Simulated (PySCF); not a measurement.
# Radial density of Fe (iron, neutral)

UHF, [Ar] 3d7 4s1, 4s spin antiparallel (an excited configuration). All numbers are calculated (PySCF 2.14, the non-relativistic Hamiltonian (point nucleus), in def2-QZVPPD (11s6p5d4f2g, 100 functions)).

```csv
r (bohr),4πr²ρ (e/bohr),4πr²(ρα − ρβ)
0.00104,0.1527,0.0000
0.00175,0.4163,-0.0001
0.00294,1.107,-0.0003
0.00494,2.823,-0.0008
0.00831,6.705,-0.0018
0.0140,14.15,-0.0037
0.0235,24.54,-0.0058
0.0395,31.11,-0.0045
0.0665,26.75,0.0048
0.112,25.87,0.0260
0.188,34.77,0.1774
0.316,20.12,0.9340
0.532,14.30,2.3419
0.895,14.55,2.5367
1.51,4.161,0.9824
2.53,0.8556,-0.1510
4.26,0.2505,-0.2134
7.17,0.02689,-0.0267
12.1,0.0001250,-0.0001
```

With the s spin flipped the determinant is a mixture of two multiplicities, not a spectroscopic state.
